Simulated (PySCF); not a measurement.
## How methods differ on the excitation energy of Ta²⁺

Ta²⁺ [Xe] 4f14 5d3 (4F) → Ta²⁺ [Xe] 4f14 5d2 6p1 (high-spin determinant), as a difference of total energies. Computed with PySCF 2.14 in x2c-TZVPPall, with the spin-free X2C one-electron Hamiltonian (Gaussian nucleus). Correlated levels: valence: [Xe] 4f14 frozen. The calculations carry no spin-orbit coupling.

```csv
method,excitation energy (eV)
UHF,6.656
LDA,6.688
PBE,6.605
PBE0,6.761
r2SCAN,6.723
PW91,6.625
B2PLYP,6.722
revPBE,6.601
MP2 (valence),6.714
SCS-MP2 (valence),6.675
```

Q: How much does correlation contribute at MP2 (valence)?

A: 6.714 − (6.656) = 0.058 eV, measured against UHF.

A first-order spin-orbit estimate (lowest level to lowest level, LS coupling) adds -0.361 eV.

The basis was made for the ground configuration and has no added diffuse functions, so the excitation energy can come out too high.

The determinant of the upper state mixes LS terms, which raises its energy above the lowest term, most at the Hartree-Fock and MP2 levels.
